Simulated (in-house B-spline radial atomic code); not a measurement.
# wB97X excitations of the potassium ion K⁺

Method: wB97X. Computed with a B-spline radial code for spherical atoms: linear response of the closed shell [Ne] 3s2 3p6 with the functional's adiabatic kernel; scalar-relativistic (spin-free one-electron X2C), finite nucleus, no spin-orbit coupling, no double excitations, S, P, D and F terms only. Only terms of natural parity with L up to 3 were computed.

Command:
```bash
python run_td.py task.json out
```
Settings (radii: box in bohr, nucleus in fm):
```
Z                        19
electrons                18
configuration            [Ne] 3s2 3p6
hamiltonian              x2c
method                   wb97x
box_radius               41.61
rms_radius               3.4349
intervals                75
```

Cost of the run: 2 s on 1 thread of Arm Neoverse N1, with other jobs on the host.

The lowest states, in the order of their Tamm-Dancoff energies; the method's threshold (minus the highest occupied level) is 29.482 eV. Labels give the largest channel, * marks a mixed state, and oscillator strengths are full-response dipole values. Semilocal kernels can invert the small singlet-triplet splittings of Rydberg terms. Energies in eV:

| state | full response | Tamm-Dancoff | oscillator strength |
| --- | --- | --- | --- |
| 3p → 4s 3P | 19.539 | 19.550 | - |
| 3p → 4s 1P | 19.777 | 19.788 | 0.417 |
| 3p → 3d 3P | 20.469 | 20.526 | - |
| 3p → 3d 3F | 20.725 | 20.809 | - |
| 3p → 4p 3S | ? | ? | - |
| 3p → 3d 1F | ? | ? | - |
| 3p → 4p 3D | 21.992 | 22.000 | - |
| 3p → 4p 1D | 22.183 | 22.188 | - |
| 3p → 4p 1S | 22.855 | 22.929 | - |
| 3p → 3d 1P | 23.885 | 24.017 | 1.07 |
| 3p → 5s 3P | 24.539 | 24.541 | - |
| 3p → 5s 1P | 24.614 | 24.617 | 0.0817 |
| 3p → 4d 3P | 24.836 | 24.846 | - |
| 3p → 4d 3F | 24.933 | 24.944 | - |
| 3p → 4d 1F | 25.219 | 25.220 | - |
| 3p → 5p 3S | 25.384 | 25.388 | - |

Q: Where does 3p → 4p 3S lie?

A: At 21.585 eV in full response, 21.601 eV in Tamm-Dancoff.

Q: Where does 3p → 3d 1F lie?

A: At 21.785 eV in full response, 21.797 eV in Tamm-Dancoff.

Q: How large is the singlet-triplet splitting of 3p → 4s (P terms) in Tamm-Dancoff?

A: 0.238 eV, from the unrounded values.

Q: What polarisabilities and dispersion coefficient does the method give?

A: Dipole 5.622 bohr³, quadrupole 17.32 bohr⁵, C6 24.07 hartree·bohr⁶ for two such species.
